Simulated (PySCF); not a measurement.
C₆ coefficients of unlike pairs at PBE0

Calculated with PySCF 2.14 from the dipole response of each species, C₆(A,B) = (3/π) ∫ α_A(iu) α_B(iu) du, in atomic units, from isotropic polarisabilities. For ions this is the dispersion term alone; charge-induced terms of lower order in 1/R come first.

```json
{"species": "Kr³⁺", "configuration": "[Ar] 3d10 4s2 4p3 (4S)", "basis": "aug-cc-pVTZ-PP with one added diffuse shell each of s, d, f type with ECP10MDF (7s5p5d3f)", "relativity": "core potential", "α (bohr³)": "5.478", "C₆ (like pair)": "21.12"}
{"species": "Sc³⁺", "configuration": "[Ar] (1S)", "basis": "def2-QZVPPD (11s6p5d3f2g)", "relativity": "none", "α (bohr³)": "2.126", "C₆ (like pair)": "5.516"}
{"species": "Ni³⁺", "configuration": "[Ar] 3d7 (4F)", "basis": "aug-cc-pVDZ (7s6p4d2f)", "relativity": "none", "α (bohr³)": "1.659", "C₆ (like pair)": "3.883"}
```

Problem. Estimate C₆ for Sc³⁺ with Kr³⁺.

Solution. The integral gives 10.44. The combination rule 2 C_A C_B / (C_A α_B/α_A + C_B α_A/α_B) gives 10.40 and the geometric mean 10.79.

No spin-orbit coupling is included.

The other pairs:

```
      pair     C₆
Ni³⁺, Sc³⁺  4.576
Ni³⁺, Kr³⁺  8.435
```
